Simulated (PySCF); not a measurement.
## C₆ coefficients of unlike pairs at TPSS

Calculated with PySCF 2.14 from the dipole response of each species, C₆(A,B) = (3/π) ∫ α_A(iu) α_B(iu) du, in atomic units, from isotropic polarisabilities. For ions this is the dispersion term alone; charge-induced terms of lower order in 1/R come first.

| species | configuration | basis | relativity | α (bohr³) | C₆ (like pair) |
| --- | --- | --- | --- | --- | --- |
| Ni⁺ | [Ar] 3d9 (2D) | x2c-TZVPPall with one added diffuse shell each of s, p, d, f type (7s6p5d3f1g) | spin-free X2C | 9.887 | 34.48 |
| Ar | [Ar] (1S) | aug-cc-pV(5+d)Z (8s7p6d4f3g2h) | none | 11.67 | 68.73 |
| Ar²⁺ | [Ne] 3s2 3p4 (3P) | dyall-av2z (13s9p2d) | none | 4.719 | 17.07 |
| P⁺ | [Ne] 3s2 3p2 (3P) | aug-cc-pCVTZ-DK with one added diffuse shell each of s, p, d, f type (9s8p6d4f) | spin-free X2C | 14.32 | 74.52 |

Estimate C₆ for P⁺ with Ar.

The integral gives 70.50. The combination rule 2 C_A C_B / (C_A α_B/α_A + C_B α_A/α_B) gives 70.61 and the geometric mean 71.57.

No spin-orbit coupling is included.

The other pairs:

```csv
pair,C₆
"Ar, Ni⁺",48.16
"P⁺, Ni⁺",49.73
"P⁺, Ar²⁺",33.50
"Ar²⁺, Ar",33.70
"Ar²⁺, Ni⁺",23.54
```
